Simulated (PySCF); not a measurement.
# Where the electron goes

C₆H₆NP.
Bonds: C1–C2 (double), C2–C3, C3–N4 (aromatic), N4–C5 (aromatic), C5–C6 (aromatic), C6–C7 (aromatic), C7–P8 (aromatic), C3–P8 (aromatic). Hydrogens: H9, H10 on C1; H11 on C2; H12 on C5; H13 on C6; H14 on C7.

Computed, not measured: TDDFT wB97X-D/def2-SVPD, vertical, gas phase, core orbitals frozen in the response in PySCF. The structure is a single PBE0-D3(BJ)/def2-SVP conformer in the gas phase; no vibrational or solvent corrections. Torsions of this conformer, `[CH2:1]=[CH:2][c:3]1[n:4][cH:5][cH:6][cH:7][p:8]1`: C1–C2–C3–N4 1°.

Kohn–Sham orbitals with the atoms that hold most of them (Löwdin shares over 4%, at most four atoms; ? is withheld):

| orbital | ε (eV) | atoms |
| --- | --- | --- |
| HOMO-3 | -10.58 | P8 47%, C7 14%, N4 10%, C3 9% |
| HOMO-2 | -10.03 | C7 21%, N4 20%, P8 14%, C5 10% |
| HOMO-1 | -9.01 | N4 43%, P8 25%, C3 10%, C5 7% |
| HOMO | ? | ? |
| LUMO | -0.29 | ? |
| LUMO+1 | -0.08 | C7 23%, N4 17%, P8 16%, C5 13% |
| LUMO+2 | 2.35 | C6 17%, C5 16%, C7 15%, P8 10% |

Task: Give the leading atoms of the LUMO.

Result: P8 (bonded to 2 C) 26%; C3 (bonded to C, N and P) 18%; C1 (bonded to C and 2 H) 13%; C6 (bonded to 2 C and H) 10%. By element: carbon 40% or more, phosphorus 26%.

Task: Which atoms hold the HOMO, and with what shares?

Result: P8 (bonded to 2 C) 20%; C1 (bonded to C and 2 H) 18%; C2 (bonded to 2 C and H) 15%; C3 (bonded to C, N and P) 14%. By element: carbon 48% or more, phosphorus 20%.

Task: What is the HOMO energy, and the HOMO–LUMO gap?

Result: ε(HOMO) = -8.49 eV; the gap is 8.20 eV (0.3012 hartree).

Task: How does S1 compare with the orbital gap of 8.20 eV?

Result: S1 is at 3.90 eV (f = 0.0008), 4.30 eV below the gap, made of HOMO-1→LUMO (95%). Its leading pair isn't HOMO and LUMO; the energies of that pair differ by 8.71 eV. Without the coupling terms of the response equations the lowest excitation would equal the gap.

Task: One configuration dominates each of S1, S2, S3, S4, S6 and S8. Which, and how do the shares of the two leading atoms of either orbital change from the occupied to the empty one?

Result: 
- S1 (3.90 eV, f 0.0008), HOMO-1→LUMO (95%): N4 43% → at most 10%, P8 25% → 26%, C3 10% → 18%
- S2 (4.01 eV, f 0.0051), HOMO-1→LUMO+1 (95%): N4 43% → 17%, P8 25% → 16%, C7 at most 8% → 23%
- S3 (4.33 eV, f 0.101), HOMO→LUMO+1 (84%): P8 20% → 16%, C1 18% → at most 13%, C7 at most 15% → 23%, N4 at most 15% → 17%
- S4 (4.61 eV, f 0.299), HOMO→LUMO (93%): P8 20% → 26%, C1 18% → 13%, C3 14% → 18%
- S6 (5.74 eV, f 0.268), HOMO-2→LUMO (79%): C7 21% → at most 10%, N4 20% → at most 10%, P8 14% → 26%, C3 at most 10% → 18%
- S8 (6.04 eV, f 0.080), HOMO-2→LUMO+1 (89%): C7 21% → 23%, N4 20% → 17%
